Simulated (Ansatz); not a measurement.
`B/C([SiH3])=C\Cl` + `CC(N)=O` → `BNC(C)=O` + `[SiH3]/C=C/Cl`  (ligand exchange at a B–C bond)

Isolated molecules relaxed with PBE0-D4/def2-TZVP in Ansatz; ΔE leaves out vibrations. CCSD(T)/CBS is the MP2 limit (def2-TZVPP, def2-QZVPP) plus CCSD(T) − MP2 in def2-TZVPP, frozen cores. Double bonds are as drawn, so ΔE can hold a change between cis and trans. DFT in def2-TZVPP. B3LYP here is the variant with VWN-RPA as its local correlation; programs differ in this. One conformer a species, not always the lowest.

| level | ΔE (eV) |
| --- | --- |
| PBE-D4 | -0.91 |
| B3LYP-D4 | -0.97 |
| MP2/def2-TZVPP | -0.98 |
| CCSD/CBS(def2) | -1.03 |

**Question.** What does CCSD(T)/CBS give? (Best estimate.)

**Answer.** Ansatz gave: -1.01 eV. The listed levels differ from it by 0.10, 0.04, 0.03, -0.02 eV.

Largest T1 diagnostic among the species: 0.015.

The D4 term adds +0.04 eV with B3LYP and +0.02 eV with PBE0; it sums over pairs of atoms, weighted by their polarisabilities, and B3LYP, whose exchange is more repulsive, gets the larger term. In def2-TZVPP, CCSD(T) changes the Hartree–Fock value by +0.04 eV (the triples alone add +0.02 eV) and MP2 by +0.09 eV.
